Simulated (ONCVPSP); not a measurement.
**An all-electron radial function and its pseudo partner (scandium (Sc))**

Columns: radius, all-electron u(r) and pseudo u(r) of the 3s shell (level -62.04 eV) of scandium in the configuration [Ne] 3s2 3p6 3d1 4s1; PBE, scalar-relativistic, ONCV scheme, ONCVPSP 4.0.1.

```csv
r (bohr),all-electron,pseudo
0.105,-0.0651,0.1637
0.210,-0.5428,0.3243
0.315,-0.4188,0.4781
0.420,-0.0164,0.6204
0.525,0.4050,0.7456
0.630,0.7347,0.8482
0.735,0.9468,0.9230
0.840,1.0521,0.9665
0.945,1.0746,0.9777
1.050,1.0399,0.9582
1.155,0.9696,0.9122
1.260,0.8802,0.8458
1.365,0.7833,0.7659
1.470,0.6865,0.6794
1.575,0.5946,0.5925
1.680,0.5101,0.5097
1.785,0.4343,0.4342
1.890,0.3674,0.3674
1.995,0.3093,0.3093
2.100,0.2593,0.2592
2.205,0.2165,0.2165
2.310,0.1802,0.1802
2.415,0.1496,0.1496
2.520,0.1239,0.1239
2.625,0.1025,0.1024
2.730,0.0845,0.0845
```

Task: How many radial nodes do the two functions have?

Result: The all-electron 3s function has n − l − 1 = 2 (the table is too coarse to show those close to the nucleus); the pseudo-wave has 0, since the states of the same l below it are removed with the core.

Task: At about which radius was the pseudo-wave matched?

Result: 1.85 bohr. The columns agree to 0.0005 from 1.68 bohr on; several derivatives are matched, so the curves merge somewhat inside the radius.

Task: Is the pseudo-wave norm-conserving?

Result: Yes: the ONCV scheme keeps the norm inside the radius equal to the all-electron one, which fixes the energy derivative of the logarithmic derivative at the level.
